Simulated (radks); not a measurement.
Problem. All-electron atom: Eu2+ in [Xe] 4f7. All-electron calculation, Dirac Kohn-Sham, PBEsol, spin-unpolarised, spherical densities, finite nucleus; open shells fill j = l - 1/2 first; Fermi nuclear charge, rms radius 5.1115 fm. Program: a radial shooting solver on a logarithmic mesh with Libxc functionals.

Spin-orbit splittings of the eigenvalues, e(l+1/2) - e(l-1/2), with zeta = 2 splitting/(2l+1) and mean radii in bohr:

| shell | occ. | splitting (eV) | zeta (eV) | <r> j=l-1/2 | <r> j=l+1/2 |
|---|---|---|---|---|---|
| 2p | 6 | ? | ? | 0.07908 | 0.08581 |
| 3p | 6 | 132.0 | 87.99 | 0.2389 | 0.2518 |
| 3d | 10 | 28.73 | 11.49 | 0.2236 | 0.2276 |
| 4p | 6 | 29.16 | 19.44 | 0.5794 | 0.6089 |
| 4d | 10 | 5.228 | 2.091 | 0.6488 | 0.6593 |
| 4f | 7 | 0.6176 | 0.1765 | 0.9500 | 0.9668 |
| 5p | 6 | 3.848 | 2.566 | 1.553 | 1.647 |

Estimate the 2p splitting.

Solution. 647.6 eV (zeta = 431.7 eV).
